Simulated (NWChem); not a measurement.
System: WS$_{2}$ClF; SMILES [F][W](=[S])(=[S])[Cl]

NWChem printed, in part:

```
             Northwest Computational Chemistry Package (NWChem) 7.3.0
             --------------------------------------------------------

 CS  symmetry detected

                             Geometry "geometry" -> ""
                             -------------------------

 Output coordinates in angstroms (scale by  1.889725989 to convert to a.u.)

  No.       Tag          Charge          X              Y              Z
 ---- ---------------- ---------- -------------- -------------- --------------
    1 W                   74.0000    -0.15764596     0.04344592     0.00000000
    2 S                   16.0000     0.73299247     0.92714685    -1.70437998
    3 S                   16.0000     0.73299247     0.92714685     1.70437998
    4 F                    9.0000    -1.97127495     0.42136668     0.00000000
    5 Cl                  17.0000     0.35008921    -2.15741160     0.00000000

 Effective nuclear repulsion energy (a.u.)    1268.4389892310

      Symmetry information
      --------------------

 Group name             Cs
 Group number              2
 Group order               2
 No. of unique centers     4

 Summary of "ao basis" -> "ao basis" (spherical)
 ------------------------------------------------------------------------------
       Tag                 Description            Shells   Functions and Types
 ---------------- ------------------------------  ------  ---------------------
 W                          def2-svp                12       32   6s3p2d1f
 S                          def2-svp                 8       18   4s3p1d
 F                          def2-svp                 6       14   3s2p1d
 Cl                         def2-svp                 8       18   4s3p1d

      Symmetry analysis of basis
      --------------------------

        a'         63
        a"         37

            General Information
            -------------------
          SCF calculation type: DFT
          Wavefunction type:  closed shell.
          No. of atoms     :     5
          No. of electrons :    72
           Alpha electrons :    36
            Beta electrons :    36
          Charge           :     0
          Spin multiplicity:     1
          Use of symmetry is: on ; symmetry adaption is: on
          Maximum number of iterations: 150
          AO basis - number of functions:   100
                     number of shells:    42
          Convergence on energy requested:  1.00D-06
          Convergence on density requested:  1.00D-05
          Convergence on gradient requested:  5.00D-04

              XC Information
              --------------
          PerdewBurkeErnzerhof Exchange Functional  1.000
            Perdew 1991 LDA Correlation Functional  1.000 local
           PerdewBurkeErnz. Correlation Functional  1.000 non-local

             Grid Information
             ----------------
          Grid used for XC integration:  fine
          Radial quadrature: Mura-Knowles
          Angular quadrature: Lebedev.
          Tag              B.-S. Rad. Rad. Pts. Rad. Cut. Ang. Pts.
          ---              ---------- --------- --------- ---------
          W                   1.35      141           9.0       974
          S                   1.00      123          10.0       770
          F                   0.50       70           9.0       590
          Cl                  1.00      123          10.0       770
          Grid pruning is: on
          Number of quadrature shells:   457
          Spatial weights used:  Erf1

      Superposition of Atomic Density Guess
      -------------------------------------

 Sum of atomic energies:       -1426.48728396

      Non-variational initial energy
      ------------------------------

 Total energy =   -1419.860495
 1-e energy   =   -2772.828757
 2-e energy   =     957.823597
 HOMO         =      -0.310193
 LUMO         =      -0.027038

      Symmetry analysis of molecular orbitals - initial
      -------------------------------------------------

  Numbering of irreducible representations:

     1 a'          2 a"

  Orbital symmetries:

     1 a'          2 a'          3 a"          4 a'          5 a'
     6 a'          7 a"          8 a'          9 a"         10 a'
    11 a'         12 a"         13 a'         14 a'         15 a"
    16 a"         17 a'         18 a'         19 a"         20 a'
    21 a'         22 a'         23 a'         24 a"         25 a'
    26 a"         27 a'         28 a'         29 a"         30 a'
    31 a'         32 a'         33 a"         34 a'         35 a"
    36 a"         37 a'         38 a"         39 a'         40 a"
    41 a'         42 a'         43 a"         44 a'         45 a'
    46 a'

     ---------------------------------------------
      Total Density - Mulliken Population Analysis
     ---------------------------------------------

    Atom       Charge   Shell Charges
 -----------   ------   -------------------------------------------------------
    1 W   14    11.33   0.04 -0.35  1.79  0.53  0.46  0.06  5.48  0.60  0.17  1.93  0.51  0.10
    2 S   16    16.82   2.00  1.99  1.24  0.69  5.94  1.94  3.00  0.03
    3 S   16    16.82   2.00  1.99  1.24  0.69  5.94  1.94  3.00  0.03
    4 F    9     9.60   1.99  1.15  0.80  3.52  2.14  0.00
    5 Cl  17    17.43   2.00  1.99  1.22  0.73  5.94  2.17  3.36  0.01

   convergence    iter        energy       DeltaE   RMS-Dens  Diis-err
 ---------------- ----- ----------------- --------- --------- ---------
 d= 0,ls=0.0,diis     1  -1422.1502294707 -1.82D+03  6.94D-02  3.93D+00
 d= 0,ls=0.0,diis     2  -1413.2400973673  8.91D+00  6.30D-02  4.84D+01
 d= 0,ls=0.0,diis     3  -1422.1100807653 -8.87D+00  1.74D-02  5.44D+00
 d= 0,ls=0.0,diis     4  -1422.6294323824 -5.19D-01  5.37D-03  6.22D-01
 d= 0,ls=0.0,diis     5  -1422.6874837139 -5.81D-02  3.44D-03  7.72D-02
  Resetting Diis
 d= 0,ls=0.0,diis     6  -1422.6934581159 -5.97D-03  1.56D-03  2.30D-02
 d= 0,ls=0.0,diis     7  -1422.6973824316 -3.92D-03  5.74D-04  6.32D-04
 d= 0,ls=0.0,diis     8  -1422.6969632868  4.19D-04  4.08D-04  4.74D-03
 d= 0,ls=0.0,diis     9  -1422.6974394603 -4.76D-04  1.62D-04  1.64D-04
 d= 0,ls=0.0,diis    10  -1422.6974400535 -5.93D-07  7.81D-05  1.75D-04
 d= 0,ls=0.0,diis    11  -1422.6974625906 -2.25D-05  1.19D-05  1.38D-06
 d= 0,ls=0.0,diis    12  -1422.6974627637 -1.73D-07  3.45D-06  1.59D-07

         Total DFT energy =    -1422.697462763731
      One electron energy =    -2774.512680695344
           Coulomb energy =     1053.753841068205
    Exchange-Corr. energy =      -97.083288017465
 Nuclear repulsion energy =      395.144664880873

 Numeric. integr. density =       71.999999790174

                  Occupations of the irreducible representations
                  ----------------------------------------------

                     irrep           alpha         beta
                     --------     --------     --------
                     a'               23.0         23.0
                     a"               13.0         13.0

                       DFT Final Molecular Orbital Analysis
                       ------------------------------------

 Vector   34  Occ=2.000000D+00  E=-2.819331D-01  Symmetry=a"
              MO Center=  3.3D-01,  2.8D-02, -2.3D-10, r^2= 4.7D+00
   Bfn.  Coefficient  Atom+Function         Bfn.  Coefficient  Atom+Function
  ----- ------------  ---------------      ----- ------------  ---------------
    95      0.336255  5 Cl pz                92      0.250026  5 Cl pz
    17      0.245523  1 W  d -1              43      0.246260  2 S  px
    61     -0.246260  3 S  px                19      0.240241  1 W  d  1
    44     -0.196372  2 S  py                62      0.196372  3 S  py
    40      0.193011  2 S  px                58     -0.193011  3 S  px

 Vector   35  Occ=2.000000D+00  E=-2.803301D-01  Symmetry=a'
              MO Center=  5.2D-01,  5.5D-01,  2.3D-10, r^2= 4.5D+00
   Bfn.  Coefficient  Atom+Function         Bfn.  Coefficient  Atom+Function
  ----- ------------  ---------------      ----- ------------  ---------------
    43      0.259269  2 S  px                61      0.259269  3 S  px
    44     -0.250153  2 S  py                62     -0.250153  3 S  py
    20      0.223888  1 W  d  2              93     -0.216963  5 Cl px
    40      0.203327  2 S  px                58      0.203327  3 S  px
    41     -0.194305  2 S  py                59     -0.194305  3 S  py

 Vector   36  Occ=2.000000D+00  E=-2.439951D-01  Symmetry=a"
              MO Center=  6.6D-01,  8.0D-01, -3.1D-13, r^2= 4.5D+00
   Bfn.  Coefficient  Atom+Function         Bfn.  Coefficient  Atom+Function
  ----- ------------  ---------------      ----- ------------  ---------------
    44      0.306867  2 S  py                62     -0.306867  3 S  py
    43      0.297318  2 S  px                61     -0.297318  3 S  px
    41      0.219378  2 S  py                59     -0.219378  3 S  py
    40      0.208906  2 S  px                58     -0.208906  3 S  px
    45      0.151672  2 S  pz                63      0.151672  3 S  pz

[...]

                         DFT ENERGY GRADIENTS

    atom               coordinates                        gradient
                 x          y          z           x          y          z
   1 W      -0.297908   0.082101   0.000000    0.004706   0.010712   0.000000
   2 S       1.385155   1.752054  -3.220811   -0.006510  -0.006732   0.012429
   3 S       1.385155   1.752054   3.220811   -0.006510  -0.006732  -0.012429
   4 F      -3.725170   0.796268   0.000000    0.009858  -0.002675   0.000000
   5 Cl      0.661573  -4.076917   0.000000   -0.001544   0.005427   0.000000
```

Level: PBE/def2-SVP with def2 effective core potentials on W. Structure relaxed at the PBE0/def2-SVP level. def2 effective core potentials on W; no spin-orbit coupling.

### Question
Write an input that gives this output.

### Answer
Several could match; the one computed here: the input that was run:
```
start job
memory heap 200 mb stack 900 mb global 1100 mb
geometry units angstroms noautoz
  W     -0.000133     0.046259    -0.162813
  S     -1.706027     1.002345     0.646366
  S      1.702729     1.007610     0.646675
  F     -0.000379     0.262953    -2.002682
  Cl     0.003021    -2.101316     0.536816
end
basis spherical
  * library def2-svp
end
ecp
  W library def2-ecp
end
dft
  xc xpbe96 cpbe96
  grid fine
  iterations 150
  mulliken
end
task dft gradient
```
